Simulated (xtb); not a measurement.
GeH2FBr, SMILES [F][GeH2][Br]. All values are semi-empirical tight-binding results from xtb (GFN2-xTB unless named), good for trends rather than for accurate numbers. The structure is a stationary point at GFN2-xTB.

Optimised geometry:

```xyz
5

Ge     0.3729    -0.8835     0.0000
F     -1.1600    -1.7054     0.0000
Br    -0.1002     1.3209     0.0000
H      1.0069    -1.3057     1.2944
H      1.0069    -1.3057    -1.2944
```
Charge 0, spin multiplicity 1.

For metal compounds this method's bond lengths and energies can be far off.

Computed properties:
```yaml
point_group_as_xtb_finds_it: Cs
orbital_gap: 6.60 eV
zero_point_energy: 10.3 kcal/mol
G − E(el) at 298.15 K (modified RRHO): -8.3 kcal/mol
```

Task: Give the atomic charges and the Wiberg bond orders between heavy atoms. (The exact figures need the calculation; the answer reports its results.)

Result: charges (e) Ge1 0.31, F2 -0.27, Br3 -0.09, H4 0.03, H5 0.03. Bond orders Ge1–F2 1.11, Ge1–Br3 1.19.
